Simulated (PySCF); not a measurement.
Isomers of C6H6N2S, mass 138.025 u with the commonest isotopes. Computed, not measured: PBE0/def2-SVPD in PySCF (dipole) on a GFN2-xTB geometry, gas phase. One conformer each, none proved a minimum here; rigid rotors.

Question: Order these by rotational constant C, largest first.
A. `[CH3:1][C:2](=[S:3])[c:4]1[cH:5][cH:6][n:7][n:8][cH:9]1` with C1–C2–C4–C5 -159°
B. `[CH:1]#[C:2][c:3]1[n:4][s:5][n:6][c:7]1[CH2:8][CH3:9]` with N6–C7–C8–C9 -104°
C. `[CH3:1][C:2](=[S:3])[c:4]1[n:5][cH:6][cH:7][cH:8][n:9]1` with C1–C2–C4–N5 180°

Answer: B (843.2 MHz), C (783.3 MHz), A (752.9 MHz).

Question: Order these by out-of-plane moment Σ m c² = (Ia + Ib − Ic)/2, smallest first.
A. `[CH3:1][C:2](=[S:3])[c:4]1[cH:5][cH:6][n:7][n:8][cH:9]1` with C1–C2–C4–C5 -159°
B. `[CH:1]#[C:2][c:3]1[n:4][s:5][n:6][c:7]1[CH2:8][CH3:9]` with N6–C7–C8–C9 -104°
C. `[CH3:1][C:2](=[S:3])[c:4]1[n:5][cH:6][cH:7][cH:8][n:9]1` with C1–C2–C4–N5 180°

Answer: C (1.54 u·Å²), A (7.57 u·Å²), B (19.29 u·Å²).

Question: Order these by rotational constant B, largest first.
A. `[CH:1]#[C:2][c:3]1[n:4][s:5][n:6][c:7]1[CH2:8][CH3:9]` with N6–C7–C8–C9 -104°
B. `[CH3:1][C:2](=[S:3])[c:4]1[cH:5][cH:6][n:7][n:8][cH:9]1` with C1–C2–C4–C5 -159°
C. `[CH3:1][C:2](=[S:3])[c:4]1[n:5][cH:6][cH:7][cH:8][n:9]1` with C1–C2–C4–N5 180°

Answer: A (1297 MHz), C (1039 MHz), B (961.4 MHz).

```json
{"SMILES": "CC(=S)c1ccnnc1", "point group": "C1", "Ia (u·Å²)": "160.68", "Ib (u·Å²)": "525.69", "Ic (u·Å²)": "671.22", "κ": "-0.83", "μa (D)": "2.08", "μb (D)": "0.40", "μc (D)": "0.74"}
{"SMILES": "C#Cc1nsnc1CC", "point group": "C1", "Ia (u·Å²)": "248.17", "Ib (u·Å²)": "389.76", "Ic (u·Å²)": "599.35", "κ": "-0.24", "μa (D)": "2.03", "μb (D)": "0.60", "μc (D)": "0.20"}
{"SMILES": "CC(=S)c1ncccn1", "point group": "Cs", "Ia (u·Å²)": "161.93", "Ib (u·Å²)": "486.38", "Ic (u·Å²)": "645.23", "κ": "-0.78", "μa (D)": "4.16", "μb (D)": "1.30", "μc (D)": "0.00"}
```
